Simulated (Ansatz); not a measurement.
Species: C₂H₅F₂Si, charge 0, multiplicity 2. It need not be the lowest isomer of its formula. 
Coordinates optimised at B3LYP-D3(BJ)/def2-TZVP (Ansatz, a program for electronic structure):
```xyz
10

Si    -0.0357     0.0139    -0.0021
F     -0.0241     1.2209     1.0483
F     -0.0918     0.6690    -1.4608
C     -1.5596    -0.9646     0.2525
C      1.5532    -0.9176     0.1614
H     -2.0006    -1.1126     1.2316
H     -2.0741    -1.4647    -0.5599
H      1.6473    -1.3517     1.1586
H      1.6044    -1.7283    -0.5678
H      2.4043    -0.2536    -0.0044
```
Charge 0, spin multiplicity 2.

Property: atomisation energy (electronic, to ground-state atoms), in kcal/mol. Cores are frozen in the correlated levels unless marked. UHF or UKS for open shells. No spin-orbit coupling. No relativistic terms. The coupled-cluster limit lacks core correlation, which all-electron functionals hold. Basis-set limits of correlation are two-point, X^-3; Hartree-Fock from the larger set.

| level | program | atomisation energy (kcal/mol) |
|---|---|---|
| PBE/def2-TZVPD | Ansatz | 956.2 |

Q: What does CCSD(T)/CBS(cc-pV(T+d)Z,cc-pV(Q+d)Z) (Ansatz) give?

A: 953.4 kcal/mol
